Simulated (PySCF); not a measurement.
# Radial density of Ni (nickel, neutral)

B97-3, [Ar] 3d8 4s1 4p1, one real determinant (an excited configuration). All numbers are calculated (PySCF 2.14, the non-relativistic Hamiltonian (point nucleus), in aug-cc-pVDZ).

```tsv
r (bohr)	4πr²ρ (e/bohr)	4πr²(ρα − ρβ)
0.000960	0.1638	0.0001
0.00161	0.4466	0.0002
0.00271	1.188	0.0004
0.00457	3.031	0.0011
0.00768	7.205	0.0027
0.0129	15.22	0.0056
0.0217	26.45	0.0092
0.0365	33.67	0.0098
0.0615	29.20	0.0084
0.103	28.58	0.0433
0.174	38.29	0.2073
0.293	22.58	0.7975
0.492	17.99	1.9786
0.828	16.91	1.8177
1.39	4.455	0.8821
2.34	1.142	0.7598
3.94	0.4085	0.3896
6.63	0.05758	0.0576
11.1	0.0009265	0.0009
```

⟨L²⟩ = 14.02 against 20 for a pure G term, so this real determinant mixes terms.
